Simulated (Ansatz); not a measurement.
This Ansatz (a first-principles code) input (wB97M-V/6-31G*) gives -0.49108 Eh with 2 basis functions.

Ansatz 0.2 input:
```yaml
crystal:
  periodic: [false, false, false]
  atoms:
    - {symbol: H, position_ang: [0.00000000, 0.00000000, 0.00000000]}
basis:
  gaussian:
    orbitals: 6-31G*
hamiltonian:
  xc: {name: wB97M-V}
magnetization: {spin_polarized: true, initial_magnetization: 1}
scf: {lower_state_search: full}
```

Change:
```diff
- orbitals: 6-31G*
+ orbitals: aug-cc-pVQZ
```

**Question.** What does the run give now?

**Answer.** -0.49459 Eh (wB97M-V/aug-cc-pVQZ, 46 functions), a change of -3.51 mEh.
